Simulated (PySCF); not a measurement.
**Working out the ionisation energy of Rh**

Rh [Kr] 4d8 5s1 (4F) → Rh⁺ [Kr] 4d8 (3F). Computed with PySCF 2.14 in x2c-TZVPall (8s6p6d1f, 63 functions), with scalar relativity by spin-free X2C-1e. Frozen: [Kr]. Energies in hartree (1 hartree = 27.21139 eV):

```json
{"part": "UHF", "Rh (lower)": "-4781.187324", "Rh⁺ (upper)": "-4780.955317"}
{"part": "MP2 opposite-spin", "Rh (lower)": "-0.114710", "Rh⁺ (upper)": "-0.103015"}
{"part": "MP2 same-spin", "Rh (lower)": "-0.074544", "Rh⁺ (upper)": "-0.062106"}
```

Problem. What does Hartree-Fock give?

Solution. (-4780.955317) − (-4781.187324) = 0.232007 hartree = 6.313 eV.

Problem. What do MP2 and SCS-MP2 (6/5 opposite-spin, 1/3 same-spin) give?

Solution. The opposite-spin parts differ by 0.318 eV and the same-spin parts by 0.338 eV. MP2: 6.313 + (0.318) + (0.338) = 6.969 eV. SCS-MP2: 6.313 + 1.2 × (0.318) + (0.338)/3 = 6.807 eV.

Measured between the centres of the two terms (NIST): 7.479 eV, so MP2 (valence) is off by -0.510 eV.

What remains against the reference includes basis incompleteness, the frozen core and correlation beyond second order.
